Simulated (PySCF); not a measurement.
Si(F)2(I)(OH) (F2HIOSi), SMILES O[Si](F)(F)I. Coordinates come from a B3LYP-D3(BJ)/def2-SVP optimisation. The def2 effective core potentials stand for the cores of I; spin–orbit coupling is left out. One conformer was computed; it need not be the lowest.

Level of theory: B3LYP-D3(BJ)/def2-SVP (PySCF).

Harmonic wavenumbers (cm⁻¹): 117, 177, 192, 235, 323, 331, 440, 754, 861, 961, 998, 3853. Rotational constants (GHz): 3.962, 1.101, 1.094; symmetry number 1.

Question: Work out the zero-point energy and the ideal-gas rigid-rotor harmonic-oscillator thermochemistry at 298.15 K and 1 atm.

Answer: ZPE = ½ Σ hcν = ½ × 9244 cm⁻¹ = 55.29 kJ/mol. H − E(el) = 74.82 kJ/mol. Entropy in J/(mol K): translation 175.43, rotation 119.66, vibration 56.65, total 351.75. G − E(el) = -30.05 kJ/mol. Cp = 92.48 J/(mol K). Modes under 150 cm⁻¹ make the vibrational entropy uncertain.
